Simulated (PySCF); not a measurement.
How methods differ on the ionisation energy of Sn²⁺

Sn²⁺ [Kr] 4d10 5s2 (1S) → Sn³⁺ [Kr] 4d10 5s1 (2S), as a difference of total energies. All numbers are calculated (PySCF 2.14, a scalar-relativistic core potential, in aug-cc-pwCVDZ-PP with ECP28MDF (6s5p4d1f, 48 functions)). Correlated levels: valence: 4s2 4p6 4d10 frozen; valence and next inner shell: nothing frozen outside the core potential. The calculations carry no spin-orbit coupling.

Question: Order these methods by the ionisation energy they give, lowest first.
A. LDA
B. B97-3
C. SCS-MP2 (valence and next inner shell)
D. PBE0

Answer: C (30.222 eV), D (30.427 eV), B (30.559 eV), A (31.282 eV).

Errors of the correlated levels include the incompleteness of this basis and the frozen core.

MP2 underrates the near-degeneracy of ns² with np² in the lower species.

For comparison: 30.506 eV (measured; NIST Atomic Spectra Database, ionization energies).
